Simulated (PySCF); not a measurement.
In(OH)2(SMe) (CH₅InO₂S), SMILES C[S][In]([OH])[OH]. The structure is a stationary point at PBE0-D3(BJ)/def2-SVP. The structure was generated by enumeration; whether it is a known compound was not checked. The def2 effective core potentials stand for the cores of In; spin–orbit coupling is left out. The values are those of a single conformer.

Computed equilibrium geometry at PBE0-D3(BJ)/def2-SVP (PySCF confirms it by a frequency run) as bond lengths and angles, and its point group (one conformer of several):
point group Cs.
Atoms: In1 O2 H3 O4 H5 S6 C7 H8 H9 H10. Bond lengths (Å): In1–O2 1.993, In1–O4 2.006, In1–S6 2.369, O2–H3 0.964, O4–H5 0.963, S6–C7 1.836, C7–H8 1.098, C7–H9 1.098, C7–H10 1.098. Bond angles (°): O2–In1–O4 122.0, O2–In1–S6 126.5, O4–In1–S6 111.5, In1–O2–H3 111.9, In1–O4–H5 114.3, In1–S6–C7 98.5, S6–C7–H8 112.2, S6–C7–H9 108.5, S6–C7–H10 108.5, H8–C7–H9 109.2, H8–C7–H10 109.2, H9–C7–H10 109.3.
